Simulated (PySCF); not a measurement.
Gas-phase reaction: CH₃GeH₃ + C₃H₆ (propylene) = Ge(CH₃)₄, at 2000 K and a standard pressure of 1 bar. Level: CCSD(T)/def2-SVP†.

Method: PySCF energies plus ideal-gas RRHO corrections (1 bar). † marks an energy on the PBE0/def2-TZVP geometry and frequencies. CCSD(T) freezes the core. All species are closed-shell singlets. Ge: all electrons, no relativistic terms. CCSD(T) isn't extrapolated to the basis-set limit. The harmonic model lacks anharmonicity and excited electronic states, which grow with temperature; levels with a mode under 35 cm⁻¹ are left out. Internal rotation in CH₃GeH₃, C₃H₆ (propylene), Ge(CH₃)₄ is treated as a harmonic vibration of one conformer, which makes the entropy rough.

```json
[
 {"species": "CH₃GeH₃", "E (Ha)": "-2116.85974", "H(2000 K) − E (kJ/mol)": "402.3", "S°(2000 K) (J/mol/K)": "500.0"},
 {"species": "C₃H₆ (propylene)", "E (Ha)": "-117.46300", "H(2000 K) − E (kJ/mol)": "468.9", "S°(2000 K) (J/mol/K)": "503.5"},
 {"species": "Ge(CH₃)₄", "E (Ha)": "-2234.38338", "H(2000 K) − E (kJ/mol)": "913.1", "S°(2000 K) (J/mol/K)": "874.9"}
]
```
E: electronic energy; H − E holds the zero-point and thermal terms. 1 Ha = 2625.5 kJ/mol.

### Question
Work out ΔH°, ΔS°, ΔG° and log10 K from these numbers.

### Answer
1. ΔE = 1×(-2234.38338) − 1×(-2116.85974) − 1×(-117.46300) = -0.06064 Ha = -159.2 kJ.
2. Δ(H − E) = 1×(913.1) − 1×(402.3) − 1×(468.9) = 41.9 kJ, so ΔH° = -117.3 kJ.
3. ΔS° = 1×(874.9) − 1×(500.0) − 1×(503.5) = -128.6 J/K; the number of gas molecules changes by -1.
4. ΔG° = ΔH° − TΔS° = -117.3 − 2000×(-128.6)/1000 = 139.9 kJ.
5. log10 K = −ΔG°/(RT ln 10) = -3.65, with RT ln 10 = 38.29 kJ/mol; at standard pressures the reactants are favoured.
6. A shift of 10 kJ in ΔE would move log10 K by 0.26 here.
7. Lowering the total pressure from 1 bar to 0.01 bar multiplies the mole-fraction quotient K_x = K (p/p°)^(−Δn) by 10^-2, which pushes the balance towards the reactants.
For scale, ΔH°(298 K) is -140 kJ at this level, -170 kJ at ωB97M-V/def2-TZVP†, and runs from -195 to -66 kJ over the 18 levels computed.
